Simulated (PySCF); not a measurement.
CH5N2, charge +1. Atoms are numbered in the order given.

```xyz
8

N      0.0000     1.1682    -0.1757
C      0.0000     0.0000     0.4278
N      0.0000    -1.1682    -0.1757
H      0.0000     1.2718    -1.1893
H      0.0000     2.0229     0.3753
H      0.0000     0.0000     1.5203
H      0.0000    -1.2718    -1.1893
H      0.0000    -2.0229     0.3753
```
Charge +1, spin multiplicity 1.

Coordinates come from a PBE-D3(BJ)/def2-TZVP optimisation. One conformer was computed; it need not be the lowest.

Computed with PBE/def2-TZVPD run with PySCF.

ESP charges are fitted to the potential on shells at 1.4 to 2.0 van der Waals radii. Atomic charges (e):

```json
[
 {"atom": "N1", "meta-Löwdin": "-0.28", "ESP fit": "___"},
 {"atom": "C2", "meta-Löwdin": "0.19", "ESP fit": "___"},
 {"atom": "N3", "meta-Löwdin": "-0.28", "ESP fit": "___"},
 {"atom": "H4", "meta-Löwdin": "0.29", "ESP fit": "___"},
 {"atom": "H5", "meta-Löwdin": "0.30", "ESP fit": "___"},
 {"atom": "H6", "meta-Löwdin": "0.19", "ESP fit": "___"},
 {"atom": "H7", "meta-Löwdin": "0.29", "ESP fit": "___"},
 {"atom": "H8", "meta-Löwdin": "0.30", "ESP fit": "___"}
]
```

Problem. What belongs in the gaps? (Estimate from the structure and the level; the computed values follow.)

Solution. 
- N1, ESP fit: -0.70
- C2, ESP fit: 0.49
- N3, ESP fit: -0.70
- H4, ESP fit: 0.45
- H5, ESP fit: 0.42
- H6, ESP fit: 0.16
- H7, ESP fit: 0.45
- H8, ESP fit: 0.42
